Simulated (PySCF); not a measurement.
I: electron affinity

I⁻ [Xe] (1S) → I [Kr] 4d10 5s2 5p5 (2P), as a difference of total energies. All numbers are calculated (PySCF 2.14, a scalar-relativistic core potential, in aug-cc-pVDZ-PP with ECP28MDF (5s4p3d, 32 functions)). Correlated levels: valence: 4s2 4p6 4d10 frozen. The calculations carry no spin-orbit coupling.

| method | electron affinity (eV) | difference from reference (eV) |
| --- | --- | --- |
| UHF | 2.397 | -0.662 |
| MP2 (valence) | 3.144 | +0.085 |
| SCS-MP2 (valence) | 3.081 | +0.022 |
| CCSD (valence) | 3.060 | +0.001 |
| CCSD(T) (valence) | 3.093 | +0.034 |
| CCSDT (valence) | 3.094 | +0.035 |

Reference: 3.059 eV (measured; photodetachment measurements, as compiled on the Wikipedia data page of electron affinities).

The reference lies between the lowest fine-structure levels, while these numbers refer to the centres of the terms.

Errors of the correlated levels include the incompleteness of this basis and the frozen core.
